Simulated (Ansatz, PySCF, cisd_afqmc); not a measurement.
Species: GeS, charge 0, singlet. GeS (sulfanylidenegermanium, SMILES [S]=[Ge]).
B3LYP-D3(BJ)/def2-TZVP minimum from Ansatz (a first-principles code):
```
Ge
S 1 2.0285
```

Atomisation energy term by term, kcal/mol (programs: Ansatz, cisd_afqmc). Open shells are spin-unrestricted; no spin-orbit coupling. Correlated methods leave the cores frozen (noble-gas shells, and filled d and f shells in the p block). No relativity. AFQMC/CISD: phaseless, guided by CISD from CCSD amplitudes; bars are statistical, one sigma. Outlying blocks are dropped, and bars are widened where a walk drifts. Over all cases where full CI ran beside it in this data, AFQMC minus full CI had a median of +0.1 mEh and passed +0.4 mEh in a tenth of the cases. CBS(X,Y): correlation extrapolated as X^-3, Hartree-Fock from the larger set. A bracket is a step between two methods taken in the basis named. The T1 diagnostic of GeS ([S]=[Ge], singlet) reaches 0.029 in the sets run.

```
term                                                          basis  kcal/mol
-----------------------  ------------------------------------------  --------
Hartree-Fock                                             def2-QZVPP     74.83
CCSD correlation                         CBS(def2-TZVPP,def2-QZVPP)     49.84
(T)                                      CBS(def2-TZVPP,def2-QZVPP)      7.69
CCSDT(Q) - CCSD(T)                                       def2-QZVPP      0.53
CCSDTQ - CCSDT(Q)                                          def2-SVP     -0.12
minus zero-point energy  Hessian by PySCF at B3LYP-D3(BJ)/def2-TZVP     -0.82
sum: D0                                                                 131.9
```

The step beyond CCSD(T) by other levels: CCSDTQ in def2-SVP 0.69; AFQMC/CISD in def2-SVP 0.21 ± 0.25; CCSDT(Q) in def2-SVP 0.82; CCSDT(Q) in def2-TZVPP 0.60 kcal/mol.
